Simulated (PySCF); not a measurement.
**K¹⁶⁺: ionisation energy**

K¹⁶⁺ [He] 2s1 (2S) → K¹⁷⁺ 1s2 (1S), as a difference of total energies. Calculation: PySCF 2.14, in an uncontracted even-tempered set (19 s from 2.7 bohr⁻², ratio 2.2; 9 p from 4.3 bohr⁻², ratio 2.4; 6 d from 13 bohr⁻², ratio 2.4; 5 f from 19 bohr⁻², ratio 2.4; 4 g from 29 bohr⁻², ratio 2.4); the spin-free X2C one-electron Hamiltonian (Gaussian nucleus). Correlated levels: nothing frozen; virtual orbitals above 40 to 60 times the deepest correlated orbital energy dropped. The calculations carry no spin-orbit coupling.

```
                 method  ionisation energy (eV)
                    UHF                  1034.6
                    LDA                  1033.1
                    PBE                  1036.3
                   PBE0                  1036.0
                 r2SCAN                  1033.9
                 revPBE                  1036.4
                   TPSS                  1036.0
    MP2 (all electrons)                  1034.8
SCS-MP2 (all electrons)                  1034.8
```

For comparison: 1034.5 eV (theoretical estimate listed by NIST; NIST Atomic Spectra Database, ionization energies).
